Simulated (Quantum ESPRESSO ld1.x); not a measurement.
Initial-state core-level shifts of the niobium ion Nb+ when its valence configuration changes from [Kr] 4d4. Calculated with ld1.x of Quantum ESPRESSO 7.5: Dirac Kohn-Sham, PW91, spin-unpolarised, spherical densities, point nucleus; open shells fill j = l - 1/2 first. Shifts are changes of the shell-averaged eigenvalues in eV (positive: less bound).

valence              2s      3s      3d      4s
4d3 5p1          -4.443  -4.394  -4.411  -4.157
4d3 5s1          -3.328  -3.267  -3.286  -3.031
4d3.5 5s0.5      -1.587  -1.562  -1.570  -1.460
4d2 5s2          -7.222  -7.055  -7.098  -6.434
4d2 5s1 5p1      -8.349  -8.191  -8.232  -7.550
4d3.5 5p0.5      -2.139  -2.121  -2.128  -2.024
4d2.5 5s1.5      -5.209  -5.101  -5.131  -4.693
4d2.5 5s0.5 5p1  -6.332  -6.235  -6.263  -5.816
4d3 5s0.5 5p0.5  -3.890  -3.835  -3.853  -3.599
